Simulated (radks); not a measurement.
Sn IV, 47 electrons, occupied as [Kr] 4d10 5s1 (the NIST ground configuration).

Calculated with a radial shooting solver on a logarithmic mesh with Libxc functionals: Dirac Kohn-Sham, exchange-only PBE, spin-unpolarised, spherical densities, point nucleus.

Energy parts (eV):
| part | energy |
|---|---|
| total | -168017.724 |
| kinetic | 176992.005 |
| electron-nucleus | -406611.064 |
| Hartree | 66005.850 |
| exchange | -4404.515 |

Orbitals (lengths in bohr, moments of r in powers of bohr; r(max) is where P^2 peaks):
orbital  occ.  eigenvalue (eV)   r(max)
1s1/2       2        -29025.19  0.01877
2s1/2       2        -4404.475   0.1062
2p1/2       2        -4116.071  0.08179
2p3/2       4        -3885.387  0.08631
3s1/2       2        -872.5754   0.3077
3p1/2       2        -755.4499   0.2941
3p3/2       4        -713.3314   0.3044
3d3/2       4        -506.3407   0.2493
3d5/2       6        -497.6453   0.2522
4s1/2       2        -161.8945   0.7458
4p1/2       2        -122.9430   0.7718
4p3/2       4        -115.3494   0.7963
4d3/2       4         -54.3114   0.8801
4d5/2       6         -53.2508   0.8896
5s1/2       1         -35.2228    1.907

The highest occupied level is 5s1/2 at -35.223 eV. Summed over all electrons, <r^2> = 28.28 bohr^2, which gives a Langevin (diamagnetic) susceptibility term of -22.4 x 10^-6 cm^3/mol. The density falls to 0.001 e/bohr^3 at r = 3.35 bohr. For comparison, the ionisation energy in NIST's Atomic Spectra Database is 40.74 eV (measured). In exact Kohn-Sham theory the highest level is minus the ionisation energy, but local and semilocal functionals leave it too shallow, through self-interaction and a potential that decays too fast; potentials with the right tail come closer.

Beside tabulated values, note that spin-unpolarised runs miss the spin-polarisation part of the exchange energy of open shells.
